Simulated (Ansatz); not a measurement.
Cl2Si, charge -1, doublet, geometry from GFN2-xTB (a state made from the parent by changing its charge; the spin is typed, not shown lowest) (a gas-phase anion, which may not be bound at this level); MP2/6-31G** (Ansatz, a program for electronic structure).

The Ansatz input:
Ansatz 0.2 input:
```yaml
crystal:
  periodic: [false, false, false]
  atoms:
    - {symbol: Si, position_ang: [0.00192852, 0.00722659, 1.06771357]}
    - {symbol: Cl, position_ang: [1.17861260, 1.40733335, -0.45132240]}
    - {symbol: Cl, position_ang: [-1.18020079, -1.41328466, -0.42797112]}
basis:
  gaussian:
    orbitals: 6-31G__.json
total_charge: -1
magnetization: {spin_polarized: true, initial_magnetization: 1}
correlation: {method: mp2}
```
The basis file holds 6-31G** in the JSON format of the Basis Set Exchange.

Problem. What does Ansatz print? Leave out banner, timings and long lists.

Solution. 
```
Functional definition: HF
495 factors; integrals over basis functions are off by at most 5.1e-4 eV
mean field evaluation 1: about -32869.9051 eV, gradient 8.6e0 eV
mean field evaluation 2: about -32869.9747 eV, gradient 8.6e0 eV
mean field evaluation 4: about -32870.6702 eV, gradient 1.2e0 eV
mean field evaluation 8: about -32870.7049 eV, gradient 9.1e-2 eV
mean field -32870.70530853 eV, -1207.9761395241 hartree, gradient 7.2e-6 eV, S^2 0.772012; 0 other end points of the search recorded, 0 dependent functions left out
15 core orbitals not correlated
reference -32870.70530853 eV, -1207.9761395241 hartree; 10, 9 occupied and 32, 33 virtual orbitals, 495 factors
second order -8.59758869 eV of doubles, -0.00000000 eV of singles
Total energy: -32879.30289721 eV, -1208.2920950806 hartree
```
